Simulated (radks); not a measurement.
Ta+, 72 electrons, occupied as [Ne] 3s1 3p6 3d10 4s2 4p6 4d10 4f14 5s2 5p6 5d3 6s2 (not the ground configuration).

Method: Dirac Kohn-Sham, BLYP, spin-unpolarised, spherical densities, point nucleus; open shells fill j = l - 1/2 first; computed with a radial shooting solver on a logarithmic mesh with Libxc functionals.

Energy parts (eV):
part                       energy
total                  -422557.57
kinetic                 473998.42
electron-nucleus      -1051954.16
Hartree                 163968.18
exchange-correlation     -8570.00

Orbitals (lengths in bohr, moments of r in powers of bohr; <r^-3> diverges for s and p1/2; r(max) is where P^2 peaks):
| orbital | occ. | eigenvalue (eV) | <r^-3> | <r> | <r^2> | r(max) |
|---|---|---|---|---|---|---|
| 1s1/2 | 2 | -67381.62 | - | 0.01866 | 0.0004784 | 0.01167 |
| 2s1/2 | 2 | -11627.93 | - | 0.07829 | 0.007307 | 0.06701 |
| 2p1/2 | 2 | -11118.44 | - | 0.06482 | 0.005225 | 0.04989 |
| 2p3/2 | 4 | -9845.758 | 15600 | 0.07266 | 0.006426 | 0.05662 |
| 3s1/2 | 1 | -2698.104 | - | 0.2036 | 0.04753 | 0.1885 |
| 3p1/2 | 2 | -2472.545 | - | 0.1935 | 0.04362 | 0.1765 |
| 3p3/2 | 4 | -2196.319 | 3539 | 0.2079 | 0.05015 | 0.1903 |
| 3d3/2 | 4 | -1816.946 | 611.3 | 0.1819 | 0.03885 | 0.1491 |
| 3d5/2 | 6 | -1756.580 | 522.4 | 0.1864 | 0.04064 | 0.1529 |
| 4s1/2 | 2 | -564.2971 | - | 0.4552 | 0.2342 | 0.4266 |
| 4p1/2 | 2 | -470.5387 | - | 0.4602 | 0.2414 | 0.4262 |
| 4p3/2 | 4 | -406.1025 | 825.5 | 0.4929 | 0.2765 | 0.4551 |
| 4d3/2 | 4 | -251.8176 | 125.6 | 0.5089 | 0.3004 | 0.4510 |
| 4d5/2 | 6 | -239.8279 | 105.0 | 0.5201 | 0.3136 | 0.4601 |
| 4f5/2 | 6 | -46.5069 | 19.75 | 0.5975 | 0.4465 | 0.4247 |
| 4f7/2 | 8 | -44.2631 | 18.84 | 0.6066 | 0.4610 | 0.4295 |
| 5s1/2 | 2 | -86.6306 | - | 1.080 | 1.310 | 0.9751 |
| 5p1/2 | 2 | -58.7308 | - | 1.187 | 1.597 | 1.045 |
| 5p3/2 | 4 | -49.3108 | 118.6 | 1.287 | 1.879 | 1.127 |
| 5d3/2 | 3 | -13.7448 | 8.753 | 1.873 | 4.155 | 1.451 |
| 5d5/2 | 0 | -12.9375 | 7.087 | 1.936 | 4.447 | 1.494 |
| 6s1/2 | 2 | -12.7983 | - | 2.928 | 9.665 | 2.551 |

The highest occupied level is 6s1/2 at -12.798 eV. The configuration is held as typed, so some empty levels lie below it. The density falls to 0.001 e/bohr^3 at r = 4.46 bohr.
